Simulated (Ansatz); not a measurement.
Wavefunction ladder for C2H4AlN, SMILES `[CH3][AlH][C]#N`

```xyz
8

C     0.022    1.258    0.294
Al   -0.475   -0.611    0.222
C     0.580   -1.801   -0.899
N     1.216   -2.495   -1.567
H    -0.804    1.890   -0.050
H     0.235    1.563    1.323
H     0.898    1.482   -0.317
H    -1.672   -1.285    0.995
```

Charge 0, multiplicity 1. All single points use the PBE0-D4/def2-TZVP geometry. Frozen core, restricted reference, Ansatz 0.2.0. CBS rows extrapolate triple and quadruple zeta.

```json
{"basis": "def2-SVP", "HF (Eh)": "-374.26412", "MP2 corr.": "-0.48169", "CCSD corr.": "?", "(T)": "-0.01842", "CCSD(T) total": "?"}
{"basis": "def2-TZVPP", "HF (Eh)": "-374.50335", "MP2 corr.": "-0.58772", "CCSD corr.": "-0.61379", "(T)": "-0.02811", "CCSD(T) total": "-375.14525"}
{"basis": "def2-QZVPP", "HF (Eh)": "-374.51601", "MP2 corr.": "?", "CCSD corr.": "-0.64538", "(T)": "-0.03079", "CCSD(T) total": "?"}
{"basis": "CBS(def2)", "HF (Eh)": "-374.51776", "MP2 corr.": "?", "CCSD corr.": "-0.66879", "(T)": "-0.03278", "CCSD(T) total": "?"}
{"basis": "cc-pV(D+d)Z", "HF (Eh)": "-374.45632", "MP2 corr.": "-0.48346", "CCSD corr.": "-0.51702", "(T)": "?", "CCSD(T) total": "?"}
{"basis": "cc-pV(T+d)Z", "HF (Eh)": "-374.50293", "MP2 corr.": "-0.58949", "CCSD corr.": "-0.61516", "(T)": "-0.02829", "CCSD(T) total": "-375.14638"}
{"basis": "cc-pV(Q+d)Z", "HF (Eh)": "-374.51428", "MP2 corr.": "-0.62780", "CCSD corr.": "-0.64635", "(T)": "-0.03082", "CCSD(T) total": "-375.19145"}
{"basis": "CBS(cc)", "HF (Eh)": "-374.51770", "MP2 corr.": "-0.65508", "CCSD corr.": "-0.66855", "(T)": "-0.03261", "CCSD(T) total": "-375.21886"}
```

**Question.** Fill in the withheld values. (Estimate.)

**Answer.** Ansatz gave: def2-SVP CCSD corr.: -0.51365; def2-SVP CCSD(T) total: -374.79619; def2-QZVPP MP2 corr.: -0.62672; def2-QZVPP CCSD(T) total: -375.19218; CBS(def2) MP2 corr.: -0.65561; CBS(def2) CCSD(T) total: -375.21933; cc-pV(D+d)Z (T): -0.01852; cc-pV(D+d)Z CCSD(T) total: -374.99186.
